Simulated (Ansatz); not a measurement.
Program: Ansatz. Geometries: PBE0-D4/def2-TZVP. ΔE: electronic, gas phase. CCSD(T)/CBS is the MP2 limit (def2-TZVPP, def2-QZVPP) plus CCSD(T) − MP2 in def2-TZVPP, frozen cores. This one scheme is used for every species. Functionals use def2-TZVPP. B3LYP here is the variant with VWN-RPA as its local correlation; programs differ in this. One conformer a species, not always the lowest.

Consider the silylene formation by 1,1-elimination: `CN[SiH2][SiH2]N` → `CN[SiH2]N` + `[SiH2]`.

`CN[SiH2][SiH2]N`:

```xyz
15

C     1.121   -1.364   -1.052
N     1.271    0.068   -1.209
Si    0.051    1.201   -0.777
Si   -0.641    0.877    1.441
N    -1.493   -0.629    1.542
H     0.518   -1.574   -0.165
H     2.094   -1.843   -0.904
H     0.630   -1.849   -1.906
H     1.897    0.327   -1.955
H     0.632    2.560   -0.954
H    -1.186    1.151   -1.632
H    -1.429    2.080    1.863
H     0.517    0.782    2.372
H    -1.746   -0.984    2.452
H    -2.237   -0.802    0.884
```

`CN[SiH2]N`:

Z-matrix (Å, degrees):
```
C
N 1 1.444
H 1 1.095 2 111.3
H 1 1.093 2 109.4 3 -118.3
H 1 1.098 2 113.5 3 121.9
Si 2 1.710 1 125.5 3 142.8
H 2 1.008 1 114.0 3 -57.0
N 6 1.711 2 108.2 1 -154.0
H 6 1.494 2 103.6 1 -28.6
H 6 1.495 2 117.4 1 89.6
H 8 1.006 6 121.8 2 61.0
H 8 1.006 6 120.4 2 -147.6
```

`[SiH2]`:

```xyz
3

Si    0.540   -0.229   -0.403
H    -0.692   -0.890    0.205
H     0.152    1.119    0.198
```

```
             level  ΔE (eV)  difference from CCSD(T)/CBS
            PBE-D4     2.32                         0.19
         r2SCAN-D4     2.38                         0.25
           PBE0-D4     2.36                         0.23
          B3LYP-D4     2.13                         0.00
           ωB97X-V     2.27                         0.14
           ωB97M-V     2.06                        -0.07
            B2PLYP     2.06                        -0.07
               PBE     2.21                         0.08
            r2SCAN     2.35                         0.22
              PBE0     2.27                         0.14
             B3LYP     1.97                        -0.16
     HF/def2-TZVPP     1.84                        -0.29
    MP2/def2-TZVPP     2.22                         0.09
SCS-MP2/def2-TZVPP     2.09                        -0.04
   CCSD/def2-TZVPP     2.01                        -0.12
CCSD(T)/def2-TZVPP     2.07                        -0.06
     HF/def2-QZVPP     1.84                        -0.29
    MP2/def2-QZVPP     2.25                         0.12
SCS-MP2/def2-QZVPP     2.13                         0.00
      HF/CBS(def2)     1.84                        -0.29
     MP2/CBS(def2)     2.28                         0.15
    CCSD/CBS(def2)     2.07                        -0.06
       CCSD(T)/CBS     2.13                            0
```

Largest T1 diagnostic among the species: 0.014.

From PBE to PBE0 (25 % exact exchange), in def2-TZVPP and without D4, ΔE moves by +0.05 eV. The D4 term adds +0.17 eV with B3LYP and +0.10 eV with PBE0; it sums over pairs of atoms, weighted by their polarisabilities, and B3LYP, whose exchange is more repulsive, gets the larger term.
